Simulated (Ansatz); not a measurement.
Consider the hydrogenolysis of a B–C bond: `CCB(N)N` + H₂ → `NBN` + `CC`.

Computed with Ansatz on PBE0-D4/def2-TZVP structures; ΔE is electronic, products minus reactants. CCSD(T)/CBS adds triple-zeta CCSD(T) − MP2 to the extrapolated MP2 energy (def2 sets, frozen cores). This one scheme is used for every species. DFT in def2-TZVPP. B3LYP here is the variant with VWN-RPA as its local correlation; programs differ in this. One conformer a species, not always the lowest.

| level | ΔE (kJ/mol) | difference from CCSD(T)/CBS |
| --- | --- | --- |
| LDA (SPW92) | -27.7 | 3.0 |
| PBE-D4 | -30.5 | 0.2 |
| revPBE-D4 | -24.4 | 6.3 |
| B3LYP-D4 | -35.2 | -4.5 |
| r2SCANh-D4 | -32.0 | -1.3 |
| ωB97M-V | -32.4 | -1.7 |
| PBE-QIDH | -34.9 | -4.2 |
| BLYP | -48.3 | -17.6 |
| r2SCAN | -33.6 | -2.9 |
| B3LYP | -47.6 | -16.9 |
| CAM-B3LYP | -44.8 | -14.1 |
| RPA@PBE/def2-TZVPP | -32.4 | -1.7 |
| HF/def2-SVP | -57.5 | -26.8 |
| HF/def2-TZVPP | -58.0 | -27.3 |
| MP2/def2-QZVPP | -27.2 | 3.5 |
| MP2/CBS(def2) | -26.6 | 4.1 |
| CCSD(T)/CBS | -30.7 | 0 |

Largest T1 diagnostic among the species: 0.011.

In def2-TZVPP, CCSD(T) changes the Hartree–Fock value by +26.0 kJ/mol (the triples alone add +4.5 kJ/mol) and MP2 by +30.2 kJ/mol. Leaving LDA and LC-ωPBE aside and taking each functional with its dispersion term where it has one, the values, not all of them listed here, spread over 16.4 kJ/mol, from B2PLYP to revPBE-D4. LDA lies +10.8 kJ/mol from PBE without D4. The D4 term adds +12.4 kJ/mol with B3LYP and +7.0 kJ/mol with PBE0; it sums over pairs of atoms, weighted by their polarisabilities, and B3LYP, whose exchange is more repulsive, gets the larger term.
